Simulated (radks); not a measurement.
Fractional charge and spin in the 4p shell of indium: the spin-up occupation runs from 2 to 3 and the spin-down occupation from 2 to 3; the fullest corner is In3+, [Ar] 3d10 4s2 4d10 4p(up 3, down 3). All-electron calculation, scalar-relativistic Kohn-Sham, SCAN, spin-polarised, spherical densities, finite nucleus; meta-GGA in the generalised Kohn-Sham scheme; Fermi nuclear charge, rms radius of each element as measured or else 0.836 A^(1/3) + 0.57 fm. Program: a radial shooting solver on a logarithmic mesh with Libxc functionals. Energy (eV) minus the two flat planes that join the four corners (they meet along the diagonal where the two added fractions sum to one electron); zero is where a piecewise linear energy would lie.

| down \ up | 2 | 2.25 | 2.5 | 2.75 | 3 |
|---|---|---|---|---|---|
| 2 | 0.000 | -1.872 | -2.472 | -1.850 | 0.000 |
| 2.25 | -1.872 | -2.394 | -1.671 | 0.285 | -1.757 |
| 2.5 | -2.472 | -1.671 | 0.371 | -1.589 | -2.352 |
| 2.75 | -1.850 | 0.285 | -1.589 | -2.267 | -1.759 |
| 3 | 0.000 | -1.757 | -2.352 | -1.759 | 0.000 |

Corners above the fullest one (they belong to In4+ and the next ion): (up 3, down 2) 119.30 eV, (up 2, down 3) 119.30 eV, (up 2, down 2) 259.48 eV. With half an added electron in each spin the energy lies 0.371 eV from the planes, and with half an added electron in spin up alone -2.472 eV. The planes are only a guide here: the flat-plane condition holds for ground states with one frontier orbital, while this shell lies below other occupied shells, so the corners above the fullest one are inner-hole states and not the ground states of those ions.
